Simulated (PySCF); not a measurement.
GeH₃ISi, SMILES [I][Ge][SiH3] (connectivity only; charge and spin as stated), neutral, multiplicity 1.

The structure is a stationary point at B3LYP-D3(BJ)/def2-SVP. The def2 effective core potentials stand for the cores of I; spin–orbit coupling is left out.

Two levels are set side by side: PBE/def2-TZVPD (PySCF) and r2SCAN/def2-TZVPD (PySCF). Same geometry, gas phase. Differences are taken from unrounded values.

| quantity | r2SCAN |
|---|---|
| orbital gap (eV) | 1.64 |
| highest occupied level (eV) | -5.78 |
| lowest empty level (eV) | -4.14 |
| dipole moment (D) | 1.25 |
| mean polarisability (bohr³) | 108.2 |

What does PBE give, and how far is it from r2SCAN? (Estimate from the structure and the level; the computed values follow.)


```tsv
quantity	PBE	PBE minus r2SCAN
orbital gap (eV)	1.39	-0.24
highest occupied level (eV)	-5.57	0.20
lowest empty level (eV)	-4.18	-0.04
dipole moment (D)	1.21	-0.04
mean polarisability (bohr³)	112.0	3.8
```

Rough cost on one machine, each run with all the roots and properties that it gave: r2SCAN against PBE about 3 times.
